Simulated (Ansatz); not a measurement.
`F[SiH2]N[SiH2][SiH3]` + `CBO` → `CBO[SiH2]F` + `N[SiH2][SiH3]`  (ligand exchange at the Si–N bond)

Gas-phase electronic energies from Ansatz, PBE0-D4/def2-TZVP geometries. CBS: MP2 limit from def2 TZ/QZ plus the TZ coupled-cluster correction, frozen cores. This one scheme is used for every species. DFT in def2-TZVPP. Each species was taken in one conformer, which may not be the lowest.

Question: Is it downhill or uphill in electronic energy at CCSD(T)/CBS, and by how much? (An estimate is asked.)

Answer: Computed: Downhill: ΔE = -22.7 kJ/mol.

Question: What do these levels give: PBE0-D4, ωB97X-V, ωB97M-V, B2PLYP, r2SCAN, MP2/def2-TZVPP, SCS-MP2/def2-TZVPP, CCSD/def2-TZVPP, CCSD(T)/def2-TZVPP, MP2/def2-QZVPP, MP2/CBS(def2), CCSD/CBS(def2)? (Best estimate.)

Answer: Computed: PBE0-D4 -17.8, ωB97X-V -22.7, ωB97M-V -21.6, B2PLYP -25.3, r2SCAN -23.0, MP2/def2-TZVPP -21.8, SCS-MP2/def2-TZVPP -24.4, CCSD/def2-TZVPP -24.2, CCSD(T)/def2-TZVPP -21.9, MP2/def2-QZVPP -22.6, MP2/CBS(def2) -22.6, CCSD/CBS(def2) -25.0 kJ/mol.

Largest T1 diagnostic among the species: 0.012.

The D4 term adds +4.0 kJ/mol with B3LYP and +2.3 kJ/mol with PBE0; it sums over pairs of atoms, weighted by their polarisabilities, and B3LYP, whose exchange is more repulsive, gets the larger term. In def2-TZVPP, CCSD(T) changes the Hartree–Fock value by +15.1 kJ/mol (the triples alone add +2.3 kJ/mol) and MP2 by +15.2 kJ/mol.

B3LYP here is the variant with VWN-RPA as its local correlation; programs differ in this.
